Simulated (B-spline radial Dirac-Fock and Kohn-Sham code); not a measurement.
# Dipole and non-dipole photoemission parameters of Os⁷⁺ 5p3/2

System: osmium as Os⁷⁺, configuration [Xe] 4f14 5d1; threshold 150.1 eV (orbital energy of the model). Model: Dirac-Hartree-Slater photoionisation with a Latter tail; cross sections with all multipoles, angular parameters from the dipole term and its interference with E2. Program: a radial atomic solver.

For linearly polarised light dσ/dΩ = σ/(4π) [1 + β P₂(cos θ) + (δ + γ cos²θ) sin θ cos φ], with θ from the polarisation vector and φ the angle between the beam and the projection of the electron momentum on the plane normal to the polarisation.

```
hν (eV)  σ (kb)       β       γ       δ
    160     245  -0.449   0.118  -0.011
    259     142   0.128  -0.070   0.044
    300     121   0.356  -0.014   0.046
    341     105   0.536   0.048   0.044
    523    63.3   1.006   0.234   0.027
    539    60.9   1.033   0.240   0.026
    540    60.7   1.035   0.241   0.026
    774    37.8   1.304   0.289   0.011
    800    36.1   1.324   0.288   0.010
   1000    26.6   1.444   0.261   0.004
   1120    22.5   1.495   0.233   0.002
 1253.6    18.9   1.541   0.198   0.000
   1300    17.9   1.554   0.185   0.000
 1486.9    14.4   1.599   0.138  -0.001
   1580    13.1   1.617   0.116  -0.001
   2000    8.84   1.676   0.033  -0.001
   2330       ?       ?       ?       ?
   3050    4.13   1.740  -0.045   0.003
   3450    3.26   1.750  -0.038   0.004
   5070    1.49   1.758   0.097   0.009
   7660   0.600   1.731   0.449   0.017
 9251.7   0.387   1.708   0.674   0.021
  10300   0.299   1.691   0.818   0.024
  10600   0.279   1.686   0.859   0.025
```

Question: Give the values at 2330 eV.

Answer: σ = 6.77 kb, β = 1.705, γ = -0.010, δ = 0.000.

Values without a named source are computed, but for edge energies of neutral atoms, which are taken from tables.
